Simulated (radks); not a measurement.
Values are calculated unless marked as measured or tabulated.
Charge is removed step by step from the 3s level of neutral holmium, starting from [Xe] 4f11 6s2. Code: a radial shooting solver on a logarithmic mesh with Libxc functionals. Model: scalar-relativistic Kohn-Sham, r2SCAN, spin-unpolarised, spherical densities, finite nucleus; meta-GGA in the generalised Kohn-Sham scheme; Fermi nuclear charge, rms radius 5.2022 fm.

| removed (e) | E - E(0) (eV) | eigenvalue (eV) | E minus straight line (eV) |
|---|---|---|---|
| 0 | 0.000 | -2089.7 | 0.000 |
| 0.1 | 208.93 | -2093.9 | -1.979 |
| 0.2 | 418.28 | -2098.1 | -3.533 |
| 0.3 | 628.07 | -2102.5 | -4.656 |
| 0.4 | 838.29 | -2106.9 | -5.342 |
| 0.5 | 1049.0 | -2111.3 | -5.585 |
| 0.6 | 1260.1 | -2115.8 | -5.380 |
| 0.7 | 1471.6 | -2120.3 | -4.724 |
| 0.8 | 1683.7 | -2124.9 | -3.611 |
| 0.9 | 1896.1 | -2129.5 | -2.038 |
| 1 | 2109.1 | -2134.2 | 0.000 |

Removing the whole electron costs 2109.1 eV by Delta-SCF, against 2089.7 eV from minus the eigenvalue at the starting occupation. Slater's transition state (half an electron removed) gives 2111.3 eV. Integrating minus the eigenvalue over the occupation (Janak's theorem) gives 2111.5 eV. In this scalar-relativistic scheme the density is built from large components alone, so the theorem holds only approximately. The mean slope of the eigenvalue, de/dn, is 44.5 eV per electron.
